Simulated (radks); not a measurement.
Valence configurations of Sn (all share [Kr]). Method: scalar-relativistic Kohn-Sham, r2SCAN, spin-polarised, spherical densities, finite nucleus; open shells are filled with parallel spins first (spin-orbit coupling, left out, can overturn this in heavy ions); meta-GGA in the generalised Kohn-Sham scheme; Fermi nuclear charge, rms radius 4.6519 fm; computed with a radial shooting solver on a logarithmic mesh with Libxc functionals. Energies are relative to 4d10 5s2 5p2; eigenvalues in eV for spin up.

| valence | E (eV) | moment (Bohr magnetons) | e(4d) | e(5p) | e(5s) |
|---|---|---|---|---|---|
| 4d10 5s2 5p2 | 0.000 | 2 | -26.491 | -4.398 | -11.492 |
| 4d9 5s2 5p3 | 23.710 | 4 | -32.698 | -5.791 | -13.808 |
| 4d10 5s1 5p3 | 4.341 | 4 | -27.618 | -5.319 | -12.801 |
| 4d9.5 5s2 5p2.5 | 11.415 | 3 | -29.602 | -5.108 | -12.675 |
| 4d8 5s2 5p4 | 53.610 | 4 | -39.218 | -6.761 | -15.646 |
| 4d10 5s0.5 5p3.5 | 9.648 | 3 | -28.660 | -5.625 | -13.135 |
| 4d9.5 5s1 5p3.5 | 17.423 | 4 | -31.020 | -6.004 | -13.965 |
| 4d9.5 5p4.5 | 27.685 | 2 | -32.611 | -6.108 | - |
| 4d10 5s1.5 5p2.5 | 2.446 | 3 | -27.095 | -4.909 | -12.208 |
| 4d8 5s1 5p5 | 62.005 | 4 | -40.683 | -7.434 | -16.663 |

NIST lists [Kr] 4d10 5s2 5p2 as the ground configuration; this level of theory agrees among the configurations tried. The energies are those of spherical high-spin densities, not of single terms.
